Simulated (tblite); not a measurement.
Species: C6H10O2P (charge -1).
Geometry (GFN2-xTB, Å), atoms numbered from 1 in this order:
```xyz
19
C6H10O2P angstrom
C      2.8530   -1.1837    0.2127
C      2.1896   -0.0773    0.4822
P      0.9430    0.6045   -0.6973
O      0.7189   -0.3455   -1.8203
O      1.3046    2.0192   -1.0054
C     -0.5263    0.5877    0.4626
C     -1.0617   -0.8246    0.6909
C     -2.1108   -0.5617   -0.3949
C     -1.7744    0.9329   -0.3499
H      2.6194   -1.7336   -0.6846
H      3.6336   -1.5896    0.8473
H      2.4104    0.5131    1.3642
H     -0.3353    1.1954    1.3494
H     -1.4928   -0.9794    1.6840
H     -0.3490   -1.6203    0.4760
H     -1.8217   -1.0065   -1.3433
H     -3.1409   -0.8380   -0.1551
H     -2.5137    1.5341    0.1864
H     -1.5559    1.3978   -1.3123
```

Level: GFN2-xTB in tblite, geometry and Hessian alike; calculated harmonic values, unscaled, isolated species. Errors from tens to a few hundred cm⁻¹ against measured bands are possible. One conformer, not necessarily the lowest.

Harmonic wavenumbers (cm⁻¹): 44.5, 55.5, 103.2, 137.4, 181.2, 193.3, 225.6, 313.2, 349.9, 434.9, 472.8, 552.5, 663.4, 675.2, 713.6, 817.5, 842.6, 886.0, 966.6, 993.3, 996.2, 1012.4, 1025.2, 1035.5, 1072.3, 1089.3, 1106.3, 1181.3, 1183.2, 1224.5, 1228.1, 1233.9, 1240.7, 1245.7, 1261.8, 1265.0, 1395.3, 1454.8, 1468.0, 1485.8, 1681.6, 2916.2, 2926.4, 2931.3, 2946.9, 2973.7, 2983.9, 2993.3, 3016.5, 3030.7, 3098.4.

A = 2243, B = 1174, C = 990.9 MHz; mass 145.042 u (most abundant isotopes); point group C1, symmetry number 1.

Task: What is the zero-point energy?

Result: ½Σν̃ = 32663 cm⁻¹ = 93.39 kcal/mol.

Task: What is S at 350 K and 1 bar for an ideal gas of classical rigid rotors and harmonic oscillators?

Result: Translation 41.65, rotation 29.68, vibration 34.80: S = 106.1 cal/(mol K).

Task: And Cp and H(350 K) − H(0)?

Result: Cp = 43.30 cal/(mol K), of which vibrations give 35.35 (their classical limit is 51 R = 101.3); H(350 K) − H(0) = 9.01 kcal/mol without the zero-point energy, 6.23 from vibrations.

Task: Which modes carry the vibrational entropy at 350 K?

Result: 44.5 cm⁻¹: 5.37; 55.5 cm⁻¹: 4.93; 103.2 cm⁻¹: 3.71; 137.4 cm⁻¹: 3.15; 181.2 cm⁻¹: 2.62; 193.3 cm⁻¹: 2.50 cal/(mol K); the other 45 give 12.54 together.

Task: What must be added to the electronic energy to get the Gibbs energy at 350 K and 1 bar?

Result: ZPE + [H(350 K) − H(0)] − T·S = 93.39 + 9.01 − 37.15 = 65.25 kcal/mol.

Task: Blend soft modes into free rotors: weight 1/[1 + (100 cm⁻¹/ν̃)⁴] for the oscillator and the rest for a rotor with moment μB/(μ + B), μ = h/(8π²ν), B = 10⁻⁴⁴ kg m². What vibrational entropy results?

Result: 31.65 cal/(mol K) in place of 34.80, which changes −T·S at 350 K by +1.10 kcal/mol.

Hindered rotation and anharmonicity are outside this model. Other conformers, if any are populated, would add a mixing term that is left out. The structure is chiral; the term R ln 2 for an equal mix with its mirror image is left out.
